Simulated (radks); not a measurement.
Results of a calculation; reference values are marked as such.
Dispersion coefficients C6 (hartree bohr^6) between ground-configuration atoms and ions, from the Casimir-Polder integral (3/pi) of alpha_A(iw) alpha_B(iw). Code: a radial shooting solver on a logarithmic mesh with Libxc functionals. Model: scalar-relativistic Kohn-Sham, PBE, spin-polarised, spherical densities, finite nucleus; open shells are filled with parallel spins first (spin-orbit coupling, left out, can overturn this in heavy ions); Fermi nuclear charge, rms radius of each element as measured or else 0.836 A^(1/3) + 0.57 fm. Response by self-consistent Sternheimer equations with the Hartree and adiabatic LDA kernel, the relativistic mass of each level held fixed and spin-orbit coupling left out. For heavy and open-shell atoms this level of theory can miss by tens of per cent.

C6     P2+     Pd    Ir+
P2+  32.43
Pd   84.50  227.1
Ir+  79.48  210.0  196.9

Static polarisabilities (bohr^3): P2+ ([Ne] 3s2 3p1) 9.052, Pd ([Kr] 4d10) 31.46, Ir+ ([Xe] 4f14 5d7 6s1) 24.15. The combination rule 2 Ca Cb / ((alpha_b/alpha_a) Ca + (alpha_a/alpha_b) Cb) gives 207.5 for Ir+-Pd, against 210.0 from the integral.
